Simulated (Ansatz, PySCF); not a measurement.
Reaction R1 → P1 + P2, each structure at its B3LYP-D3(BJ)/def2-TZVP stationary point, reached from a drawn start (curvature not checked).
R1: Cl2H2Si (SMILES Cl[SiH2]Cl), charge 0, multiplicity 1.
P1: Cl2Si (SMILES Cl[Si]Cl), charge 0, multiplicity 1.
P2: H2 (SMILES [H][H]), charge 0, multiplicity 1.

```json
[
 {"level": "HF/cc-pV(D+d)Z", "reaction energy (eV)": "1.910", "minus CCSD(T)/cc-pV(Q+d)Z": "0.189"},
 {"level": "HF/cc-pV(Q+d)Z", "reaction energy (eV)": "1.921", "minus CCSD(T)/cc-pV(Q+d)Z": "0.200"},
 {"level": "PBE/def2-TZVPP", "reaction energy (eV)": "1.491", "minus CCSD(T)/cc-pV(Q+d)Z": "-0.231"},
 {"level": "PBE-D4/def2-TZVPP", "reaction energy (eV)": "1.514", "minus CCSD(T)/cc-pV(Q+d)Z": "-0.208"},
 {"level": "BLYP/def2-TZVPP", "reaction energy (eV)": "1.284", "minus CCSD(T)/cc-pV(Q+d)Z": "-0.438"},
 {"level": "BLYP-D4/def2-TZVPP", "reaction energy (eV)": "1.334", "minus CCSD(T)/cc-pV(Q+d)Z": "-0.388"},
 {"level": "revPBE/def2-TZVPP", "reaction energy (eV)": "1.375", "minus CCSD(T)/cc-pV(Q+d)Z": "-0.347"},
 {"level": "revPBE-D3(BJ)/def2-TZVPP", "reaction energy (eV)": "1.455", "minus CCSD(T)/cc-pV(Q+d)Z": "-0.267"},
 {"level": "revPBE-D4/def2-TZVPP", "reaction energy (eV)": "1.449", "minus CCSD(T)/cc-pV(Q+d)Z": "-0.273"},
 {"level": "r2SCAN/def2-TZVPP", "reaction energy (eV)": "1.760", "minus CCSD(T)/cc-pV(Q+d)Z": "0.038"},
 {"level": "r2SCAN-D3(BJ)/def2-TZVPP", "reaction energy (eV)": "1.769", "minus CCSD(T)/cc-pV(Q+d)Z": "0.047"},
 {"level": "r2SCAN-D4/def2-TZVPP", "reaction energy (eV)": "1.766", "minus CCSD(T)/cc-pV(Q+d)Z": "0.044"},
 {"level": "B97M-V/def2-TZVPP", "reaction energy (eV)": "1.682", "minus CCSD(T)/cc-pV(Q+d)Z": "-0.040"},
 {"level": "B3LYP/def2-TZVPP", "reaction energy (eV)": "1.523", "minus CCSD(T)/cc-pV(Q+d)Z": "-0.199"},
 {"level": "B3LYP-D3(BJ)/def2-TZVPP", "reaction energy (eV)": "1.573", "minus CCSD(T)/cc-pV(Q+d)Z": "-0.149"},
 {"level": "B3LYP-D4/def2-TZVPP", "reaction energy (eV)": "1.559", "minus CCSD(T)/cc-pV(Q+d)Z": "-0.163"},
 {"level": "PBE0/def2-TZVPP", "reaction energy (eV)": "1.727", "minus CCSD(T)/cc-pV(Q+d)Z": "0.006"},
 {"level": "PBE0-D3(BJ)/def2-TZVPP", "reaction energy (eV)": "1.754", "minus CCSD(T)/cc-pV(Q+d)Z": "0.032"},
 {"level": "PBE0-D4/def2-TZVPP", "reaction energy (eV)": "1.747", "minus CCSD(T)/cc-pV(Q+d)Z": "0.025"},
 {"level": "BHLYP/def2-TZVPP", "reaction energy (eV)": "1.789", "minus CCSD(T)/cc-pV(Q+d)Z": "0.068"},
 {"level": "BHLYP-D3(BJ)/def2-TZVPP", "reaction energy (eV)": "1.824", "minus CCSD(T)/cc-pV(Q+d)Z": "0.102"},
 {"level": "BHLYP-D4/def2-TZVPP", "reaction energy (eV)": "1.811", "minus CCSD(T)/cc-pV(Q+d)Z": "0.089"},
 {"level": "M06-2X/def2-TZVPP", "reaction energy (eV)": "1.607", "minus CCSD(T)/cc-pV(Q+d)Z": "-0.115"},
 {"level": "CAM-B3LYP/def2-TZVPP", "reaction energy (eV)": "1.716", "minus CCSD(T)/cc-pV(Q+d)Z": "-0.005"},
 {"level": "CAM-B3LYP-D3(BJ)/def2-TZVPP", "reaction energy (eV)": "1.739", "minus CCSD(T)/cc-pV(Q+d)Z": "0.017"},
 {"level": "CAM-B3LYP-D4/def2-TZVPP", "reaction energy (eV)": "1.736", "minus CCSD(T)/cc-pV(Q+d)Z": "0.014"},
 {"level": "wB97X-V/def2-TZVPP", "reaction energy (eV)": "1.844", "minus CCSD(T)/cc-pV(Q+d)Z": "0.123"},
 {"level": "wB97M-V/def2-TZVPP", "reaction energy (eV)": "1.606", "minus CCSD(T)/cc-pV(Q+d)Z": "-0.116"},
 {"level": "B2PLYP-D3(BJ)/def2-TZVPP", "reaction energy (eV)": "1.661", "minus CCSD(T)/cc-pV(Q+d)Z": "-0.061"},
 {"level": "B2PLYP-D4/def2-TZVPP", "reaction energy (eV)": "1.656", "minus CCSD(T)/cc-pV(Q+d)Z": "-0.066"},
 {"level": "MP2/cc-pV(D+d)Z", "reaction energy (eV)": "1.759", "minus CCSD(T)/cc-pV(Q+d)Z": "0.038"},
 {"level": "MP2/cc-pV(T+d)Z", "reaction energy (eV)": "1.763", "minus CCSD(T)/cc-pV(Q+d)Z": "0.042"},
 {"level": "MP2/cc-pV(Q+d)Z", "reaction energy (eV)": "1.809", "minus CCSD(T)/cc-pV(Q+d)Z": "0.088"},
 {"level": "SCS-MP2/cc-pV(T+d)Z", "reaction energy (eV)": "1.744", "minus CCSD(T)/cc-pV(Q+d)Z": "0.022"},
 {"level": "SCS-MP2/cc-pV(Q+d)Z", "reaction energy (eV)": "1.796", "minus CCSD(T)/cc-pV(Q+d)Z": "0.074"},
 {"level": "CCSD/cc-pV(D+d)Z", "reaction energy (eV)": "1.664", "minus CCSD(T)/cc-pV(Q+d)Z": "-0.057"},
 {"level": "CCSD/cc-pV(T+d)Z", "reaction energy (eV)": "1.715", "minus CCSD(T)/cc-pV(Q+d)Z": "-0.006"},
 {"level": "CCSD/cc-pV(Q+d)Z", "reaction energy (eV)": "1.781", "minus CCSD(T)/cc-pV(Q+d)Z": "0.059"},
 {"level": "CCSD(T)/cc-pV(T+d)Z", "reaction energy (eV)": "1.660", "minus CCSD(T)/cc-pV(Q+d)Z": "-0.062"},
 {"level": "CCSD(T)/cc-pV(Q+d)Z", "reaction energy (eV)": "1.722", "minus CCSD(T)/cc-pV(Q+d)Z": "0.000"}
]
```

 The comparison column counts from a level with limits of its own.

P less R. No zero-point or thermal terms.

Correlated levels freeze the cores.

Codes used: Ansatz (Gaussian orbitals); PySCF for M06-2X and the D3/D4 terms. All values are computed, each at the level named.

Ansatz is a first-principles code.
